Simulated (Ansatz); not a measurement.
Wavefunction ladder for C4H10F3NSi (`CC(C)(C)N[Si](F)(F)F`)

```xyz
19

C    -0.3267   -1.6703    0.5120
C     0.2543   -0.2714    0.3225
C     1.7222   -0.2537    0.7338
C    -0.5270    0.7305    1.1624
N     0.1625    0.1109   -1.0902
Si   -0.9037    1.1489   -1.8495
F    -2.4310    0.8162   -1.6128
F    -0.7612    2.6603   -1.4163
F    -0.6263    1.0653   -3.4001
H     0.2116   -2.3981   -0.1013
H    -1.3782   -1.6901    0.2179
H    -0.2516   -1.9880    1.5550
H     2.3034   -0.9533    0.1260
H     1.8361   -0.5470    1.7798
H     2.1445    0.7445    0.6029
H    -1.5865    0.7388    0.8903
H    -0.1272    1.7400    1.0457
H    -0.4645    0.4600    2.2177
H     0.7491   -0.4435   -1.6956
```

Charge 0, multiplicity 1. All single points use the PBE0-D4/def2-TZVP geometry. It is one conformer, not always the lowest. Frozen core, restricted reference, the Gaussian-basis code of Ansatz. CBS rows extrapolate triple and quadruple zeta; past MP2 they add the triple-zeta difference.

```json
{"basis": "def2-SVP", "HF (Eh)": "?", "MP2 corr.": "?", "CCSD corr.": "-1.45508", "(T)": "-0.03410", "CCSD(T) total": "?"}
{"basis": "def2-TZVPP", "HF (Eh)": "-799.49161", "MP2 corr.": "-1.77121", "CCSD corr.": "-1.82052", "(T)": "?", "CCSD(T) total": "?"}
{"basis": "def2-QZVPP", "HF (Eh)": "-799.52605", "MP2 corr.": "-1.91291", "CCSD corr.": "–", "(T)": "–", "CCSD(T) total": "–"}
{"basis": "CBS(def2)", "HF (Eh)": "-799.53080", "MP2 corr.": "?", "CCSD corr.": "-2.06719", "(T)": "as TZ", "CCSD(T) total": "?"}
```

**Question.** Fill in the withheld values. (Estimate.)

**Answer.** Computed: def2-SVP HF (Eh): -798.74641; def2-SVP MP2 corr.: -1.38793; def2-SVP CCSD(T) total: -800.23559; def2-TZVPP (T): -0.06332; def2-TZVPP CCSD(T) total: -801.37545; CBS(def2) MP2 corr.: -2.01787; CBS(def2) CCSD(T) total: -801.66131.
